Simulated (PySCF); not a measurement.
## How methods differ on the ionisation energy of Pd⁺

Pd⁺ [Kr] 4d9 (2D) → Pd²⁺ [Kr] 4d8 (3F), as a difference of total energies. All numbers are calculated (PySCF 2.14, a scalar-relativistic core potential, in def2-QZVPPD with the def2 core potential (28 electrons) (7s5p4d4f2g, 88 functions)). Correlated levels: valence: 4s2 4p6 frozen. The calculations carry no spin-orbit coupling.

```
           method  ionisation energy (eV)
              UHF                  17.418
    MP2 (valence)                  19.471
SCS-MP2 (valence)                  19.338
   CCSD (valence)                  19.137
CCSD(T) (valence)                  19.271
```

Q: How much does correlation contribute at CCSD(T) (valence)?

A: 19.271 − (17.418) = 1.853 eV, measured against UHF.

The reference lies between the lowest fine-structure levels, while these numbers refer to the centres of the terms.

Errors of the correlated levels include the incompleteness of this basis and the frozen core.

For comparison: 19.43 ± 0.12 eV (semi-empirical (NIST evaluation); NIST Atomic Spectra Database, ionization energies).
